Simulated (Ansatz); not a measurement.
Stepwise reaction of `N[SiH](N)S` with hydrogen chloride, as a gas-phase model of exchange steps in deposition or etching. ΔE in kJ/mol; ΔG adds harmonic PBE0-D4 terms to CCSD(T)/CBS, at 1 bar.

Computed with Ansatz on PBE0-D4/def2-TZVP structures; ΔE is electronic, products minus reactants. CCSD(T)/CBS is the MP2 limit (def2-TZVPP, def2-QZVPP) plus CCSD(T) − MP2 in def2-TZVPP, frozen cores. This one scheme is used for every species. DFT in def2-TZVPP. B3LYP here is the variant with VWN-RPA as its local correlation; programs differ in this. Each species was taken in one conformer, which may not be the lowest.

```
step                                  reaction  PBE-D4  B3LYP-D4  ωB97M-V  CCSD(T)/CBS  ΔG(500 K)
   1  `N[SiH](N)S` + HCl → `N[SiH](S)Cl` + NH₃   -46.9     -42.8    -43.4        -42.4      -37.1
```

Problem. Give the row of step 2, `N[SiH](S)Cl` + HCl → `S[SiH](Cl)Cl` + NH₃. (Best estimate.)

Solution. Computed: 
```json
{"step": "2", "reaction": "`N[SiH](S)Cl` + HCl → `S[SiH](Cl)Cl` + NH₃", "PBE-D4": "-33.0", "B3LYP-D4": "-28.4", "ωB97M-V": "-29.2", "CCSD(T)/CBS": "-29.5", "ΔG(500 K)": "-24.9"}
```

Problem. By hand: ΔE of the 2 steps together at CCSD(T)/CBS.

Solution. (-42.4) + (-29.5) = -71.9 kJ/mol, or -36.0 kJ/mol a step.

In ΔE each step is higher than the one before. All are downhill at CCSD(T)/CBS. ΔG lies between -37.1 and -24.9 kJ/mol a step. PBE-D4 differs from CCSD(T)/CBS by -4.5 to -3.5 kJ/mol a step. Isolated molecules leave out the surface, adducts and barriers. Largest T1 diagnostic: 0.010.
